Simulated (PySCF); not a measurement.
1-bromo-2-chlorocyclobutene (C4H4BrCl), SMILES ClC1=C(Br)CC1.

Geometry: B3LYP-D3(BJ)/def2-SVP.

The numbers are results of PBE/def2-TZVP run with PySCF, not measurements.

Symmetry labels are those of the subgroup Cs that the program uses (full group Cs).

Problem. List the valence orbital energies around the gap with their symmetry. (Estimate from the structure and the level; the computed values follow.)

Solution. 
| orbital | symmetry | energy (eV) |
|---|---|---|
| HOMO−7 | A" | -9.43 |
| HOMO−6 | A' | -9.02 |
| HOMO−5 | A" | -8.89 |
| HOMO−4 | A' | -8.75 |
| HOMO−3 | A" | -7.84 |
| HOMO−2 | A' | -7.58 |
| HOMO−1 | A' | -7.08 |
| HOMO | A" | -5.81 |
| LUMO | A" | -1.15 |
| LUMO+1 | A' | -0.77 |
| LUMO+2 | A' | 0.28 |
| LUMO+3 | A' | 0.44 |
